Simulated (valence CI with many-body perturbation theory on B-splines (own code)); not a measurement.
**Pd32+: electric-dipole lines**

Method: configuration interaction combined with many-body perturbation theory (CI+MBPT): four valence electrons over a frozen Dirac-Fock core [Ne], radial functions for each j: 11 s, 11 p, 10 d, 8 f, 5 g, 2 h, with the one-electron correlation potential Σ1 (screened to all orders), the two-electron term Σ2, the three-electron term Σ3, Breit, model QED; selected single and double excitations, second order for the rest, scaled by the run's own slope (own B-spline code, finite nucleus).

No measured spectrum was set against this ion. As an estimate, large intervals hold to a few tenths of a per cent, small ones and those within an open d or f shell to about a per cent. Among the levels kept, up to 700 cm⁻¹ of a level comes from second order outside the variational space, and about a tenth of that is noise between levels of different J, which matters for small intervals.

Lines 101 to 150 of 544 in falling wavelength, among levels below 33.133 Ry, chosen from the strongest by gf and those to the six lowest levels. Wavelengths and rates use the calculated energies. Electric multipoles are in the length gauge with retardation, E1 and E2 with the static RPA response of the core. Weak lines are less certain than strong ones. Lines between different terms over intervals too small for the method are left out, as are lines whose strength nearly cancels. Where a level lies close to another of its J and parity, the split of strength between their lines is uncertain. The highest levels of a list are the least certain.

Levels are named by their leading jj configuration (3d3/2^4 stands for four electrons in 3d with j = 3/2), which in mixed levels can hold well under half, so a name can repeat and another be missing. Letters in brackets count levels of one name in rising energy.

| λ vac (Å) | Upper | Lower | A (s⁻¹) | S (a.u.) with core polarisation | S without |
| --- | --- | --- | --- | --- | --- |
| 97.46 | (3s 3p1/2^2 3p3/2) J=1 | (3s^2 3p1/2^2) J=0 | 3.07e+10 | 4.21e-02 | 4.31e-02 |
| 97.38 | (3p1/2 3p3/2^2 3d5/2) J=2 [d] | (3s 3p3/2^2 3d3/2) J=1 [b] | 3.04e+10 | 6.94e-02 | 7.09e-02 |
| 97.29 | (3s 3p1/2 3p3/2 3d5/2) J=1 [c] | (3s^2 3p1/2 3d5/2) J=2 | 2.15e+10 | 2.93e-02 | 3.00e-02 |
| 97.27 | (3s 3p1/2 3d3/2 3d5/2) J=3 [e] | (3s 3p1/2 3p3/2 3d5/2) J=4 [c] | 2.11e+10 | 6.71e-02 | 6.87e-02 |
| 97.23 | (3p1/2 3p3/2^2 3d5/2) J=3 [c] | (3s 3p1/2 3p3/2 3d3/2) J=2 [e] | 4.70e+10 | 1.49e-01 | 1.53e-01 |
| 97.16 | (3p1/2 3p3/2^2 3d3/2) J=2 [d] | (3s 3p1/2 3p3/2 3d3/2) J=1 [d] | 2.46e+10 | 5.58e-02 | 5.70e-02 |
| 97.04 | (3s 3p3/2^2 3d3/2) J=0 | (3s^2 3p3/2 3d3/2) J=1 | 7.64e+10 | 3.45e-02 | 3.53e-02 |
| 97.04 | (3s 3p1/2 3d5/2^2) J=2 | (3s 3p1/2 3p3/2 3d3/2) J=1 [c] | 1.39e+10 | 3.12e-02 | 3.19e-02 |
| 96.93 | (3s^2 3d5/2^2) J=4 | (3s^2 3p3/2 3d5/2) J=3 | 7.28e+09 | 2.95e-02 | 3.01e-02 |
| 96.83 | (3s 3p3/2^2 3d3/2) J=2 [c] | (3s^2 3p3/2 3d5/2) J=2 | 2.01e+10 | 4.49e-02 | 4.59e-02 |
| 96.67 | (3s 3p1/2 3p3/2^2) J=0 | (3s^2 3p1/2 3p3/2) J=1 | 3.45e+10 | 1.54e-02 | 1.57e-02 |
| 96.53 | (3p1/2 3p3/2^2 3d5/2) J=2 [d] | (3s 3p3/2^2 3d3/2) J=2 [a] | 2.41e+10 | 5.34e-02 | 5.46e-02 |
| 96.44 | (3s 3p1/2 3d3/2 3d5/2) J=3 [d] | (3s 3p1/2 3p3/2 3d3/2) J=3 [b] | 1.32e+10 | 4.08e-02 | 4.17e-02 |
| 96.29 | (3s 3p1/2 3d5/2^2) J=4 [b] | (3s 3p1/2 3p3/2 3d5/2) J=3 [e] | 7.81e+10 | 3.10e-01 | 3.16e-01 |
| 96.11 | (3s 3p1/2 3d5/2^2) J=3 | (3s 3p1/2 3p3/2 3d5/2) J=3 [c] | 1.57e+10 | 4.83e-02 | 4.93e-02 |
| 96.03 | (3p1/2 3p3/2^2 3d5/2) J=3 [d] | (3s 3p1/2 3p3/2 3d5/2) J=2 [c] | 7.49e+10 | 2.29e-01 | 2.34e-01 |
| 95.98 | (3s 3p1/2 3d3/2 3d5/2) J=3 [a] | (3s 3p1/2 3p3/2 3d3/2) J=2 [b] | 1.96e+10 | 5.98e-02 | 6.11e-02 |
| 95.92 | (3s 3p1/2 3p3/2 3d5/2) J=3 [e] | (3s^2 3p1/2 3d5/2) J=2 | 7.68e+10 | 2.34e-01 | 2.39e-01 |
| 95.84 | (3s 3p3/2^2 3d3/2) J=3 [b] | (3s^2 3p3/2 3d5/2) J=2 | 1.38e+10 | 4.21e-02 | 4.30e-02 |
| 95.78 | (3s 3p3/2 3d3/2 3d5/2) J=2 [c] | (3s 3p3/2^2 3d3/2) J=1 [b] | 2.04e+10 | 4.42e-02 | 4.51e-02 |
| 95.61 | (3s 3p1/2 3d3/2 3d5/2) J=5 [b] | (3s 3p1/2 3p3/2 3d5/2) J=4 [d] | 6.97e+10 | 3.31e-01 | 3.38e-01 |
| 95.61 | (3s 3p1/2 3p3/2^2) J=2 [b] | (3s^2 3p1/2 3p3/2) J=2 | 2.47e+10 | 5.33e-02 | 5.45e-02 |
| 95.49 | (3s 3p3/2^2 3d3/2) J=2 [c] | (3s 3p3/2^3) J=1 | 3.55e+10 | 7.63e-02 | 7.80e-02 |
| 95.34 | (3s^2 3p3/2 3d3/2) J=1 | (3s^2 3p3/2^2) J=2 | 1.08e+10 | 1.38e-02 | 1.42e-02 |
| 95.26 | (3p1/2 3p3/2^2 3d5/2) J=2 [b] | (3s 3p1/2 3p3/2 3d5/2) J=3 [d] | 4.48e+10 | 9.57e-02 | 9.78e-02 |
| 95.16 | (3s 3p1/2 3d5/2^2) J=4 [a] | (3s 3p1/2 3p3/2 3d5/2) J=3 [b] | 1.44e+10 | 5.50e-02 | 5.62e-02 |
| 95.15 | (3s 3p1/2 3p3/2 3d5/2) J=3 [d] | (3s 3p1/2 3p3/2^2) J=2 [b] | 6.86e+10 | 2.04e-01 | 2.09e-01 |
| 94.96 | (3s 3p3/2 3d3/2 3d5/2) J=2 [c] | (3s 3p3/2^2 3d3/2) J=2 [a] | 1.89e+10 | 3.99e-02 | 4.09e-02 |
| 94.96 | (3p1/2 3p3/2^2 3d3/2) J=2 [b] | (3s 3p1/2 3p3/2 3d3/2) J=2 [c] | 2.57e+10 | 5.43e-02 | 5.55e-02 |
| 94.91 | (3s 3p3/2^2 3d5/2) J=2 [b] | (3s^2 3p3/2 3d5/2) J=2 | 2.69e+10 | 5.67e-02 | 5.81e-02 |
| 94.75 | (3s 3p3/2 3d3/2 3d5/2) J=3 [c] | (3s 3p1/2 3p3/2 3d5/2) J=2 [e] | 1.60e+10 | 4.69e-02 | 4.80e-02 |
| 94.71 | (3p1/2 3p3/2^2 3d3/2) J=2 [a] | (3s 3p1/2 3p3/2 3d3/2) J=3 [a] | 1.76e+10 | 3.69e-02 | 3.78e-02 |
| 94.69 | (3s 3p1/2 3p3/2 3d3/2) J=2 [e] | (3s^2 3p1/2 3d3/2) J=1 | 4.60e+10 | 9.64e-02 | 9.86e-02 |
| 94.64 | (3s^2 3p3/2 3d3/2) J=2 | (3s^2 3p3/2^2) J=2 | 3.07e+09 | 6.42e-03 | 6.58e-03 |
| 94.64 | (3s^2 3d3/2 3d5/2) J=3 | (3s^2 3p3/2 3d3/2) J=3 | 5.73e+10 | 1.68e-01 | 1.72e-01 |
| 94.60 | (3s 3p1/2 3p3/2 3d5/2) J=2 [e] | (3s 3p1/2 3p3/2^2) J=1 [b] | 3.09e+10 | 6.45e-02 | 6.59e-02 |
| 94.57 | (3s 3p1/2 3p3/2 3d5/2) J=2 [d] | (3s^2 3p1/2 3d5/2) J=2 | 3.72e+10 | 7.76e-02 | 7.94e-02 |
| 94.56 | (3s 3p1/2 3p3/2^2) J=1 [a] | (3s^2 3p1/2 3p3/2) J=1 | 3.74e+10 | 4.69e-02 | 4.80e-02 |
| 94.52 | (3s 3p3/2^2 3d5/2) J=4 [b] | (3s^2 3p3/2 3d3/2) J=3 | 6.11e+10 | 2.29e-01 | 2.34e-01 |
| 94.44 | (3s 3p3/2^2 3d3/2) J=1 [a] | (3s 3p1/2 3p3/2^2) J=1 [b] | 2.56e+10 | 3.19e-02 | 3.26e-02 |
| 94.39 | (3s 3p1/2 3d3/2 3d5/2) J=3 [b] | (3s 3p1/2 3p3/2 3d5/2) J=3 [a] | 1.79e+10 | 5.20e-02 | 5.31e-02 |
| 94.33 | (3s 3p1/2 3d3/2 3d5/2) J=4 [c] | (3s 3p1/2 3p3/2 3d5/2) J=3 [d] | 6.98e+10 | 2.60e-01 | 2.66e-01 |
| 94.30 | (3s 3p3/2^2 3d3/2) J=1 [c] | (3s^2 3p3/2 3d3/2) J=2 | 7.50e+10 | 9.31e-02 | 9.52e-02 |
| 94.20 | (3p1/2 3p3/2^2 3d3/2) J=1 [b] | (3s 3p1/2 3p3/2 3d3/2) J=2 [e] | 2.28e+10 | 2.82e-02 | 2.88e-02 |
| 94.15 | (3s 3p1/2 3d3/2 3d5/2) J=3 [e] | (3s 3p1/2 3p3/2 3d5/2) J=2 [b] | 9.36e+09 | 2.70e-02 | 2.76e-02 |
| 94.12 | (3s 3p1/2 3p3/2 3d5/2) J=3 [b] | (3s 3p1/2 3p3/2^2) J=3 | 2.54e+10 | 7.32e-02 | 7.48e-02 |
| 94.04 | (3s 3p1/2 3p3/2 3d5/2) J=1 [a] | (3s 3p1/2 3p3/2^2) J=2 [a] | 2.50e+10 | 3.08e-02 | 3.15e-02 |
| 94.00 | (3p1/2^2 3p3/2^2) J=2 | (3s 3p1/2^2 3p3/2) J=2 | 1.49e+10 | 3.06e-02 | 3.13e-02 |
| 94.00 | (3s 3p3/2 3d3/2 3d5/2) J=3 [c] | (3s 3p1/2 3p3/2 3d5/2) J=2 [d] | 1.20e+10 | 3.44e-02 | 3.52e-02 |
| 93.91 | (3s 3p1/2 3d3/2 3d5/2) J=3 [b] | (3s 3p1/2 3p3/2 3d5/2) J=2 [a] | 1.94e+10 | 5.56e-02 | 5.69e-02 |
